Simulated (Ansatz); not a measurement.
Isolated molecules relaxed with PBE0-D4/def2-TZVP in Ansatz; ΔE leaves out vibrations. CBS: MP2 limit from def2 TZ/QZ plus the TZ coupled-cluster correction, frozen cores. This one scheme is used for every species. Functionals use def2-TZVPP. HSE06 is defined as in plane-wave codes. For Ge outer-core shells are correlated without core-valence functions, which leaves a few kJ/mol of doubt a bond. Scalar relativity is left out up to krypton. One conformer a species, not always the lowest.

Consider the formal exchange of groups at the Si–Si bond: `[SiH3][SiH2][SiH2][SiH3]` + `[GeH3][SiH2][GeH3]` → `[SiH3][SiH2][SiH2][GeH2][SiH2][GeH3]` + SiH₄.

Task: Is it downhill or uphill in electronic energy at CCSD(T)/CBS, and by how much? (An estimate is asked.)

Result: Ansatz gave: Downhill: ΔE = -6.8 kcal/mol.

Task: What do these levels give: B97M-V, CAM-B3LYP-D4, ωB97X-V, B2PLYP, HSE06, HF/def2-SVP? (An estimate is asked.)

Result: Computed: B97M-V -3.5, CAM-B3LYP-D4 -6.0, ωB97X-V -5.5, B2PLYP -4.8, HSE06 -3.2, HF/def2-SVP -2.8 kcal/mol.

Largest T1 diagnostic among the species: 0.014.

Leaving LDA and LC-ωPBE aside and taking each functional with its dispersion term where it has one, the values, not all of them listed here, spread over 3.6 kcal/mol, from BHLYP-D4 to B97M-V. LDA lies −2.0 kcal/mol from PBE without D4. The D4 term adds −3.8 kcal/mol with B3LYP and −2.4 kcal/mol with PBE0; it sums over pairs of atoms, weighted by their polarisabilities, and B3LYP, whose exchange is more repulsive, gets the larger term.

B3LYP here is the variant with VWN-RPA as its local correlation; programs differ in this.
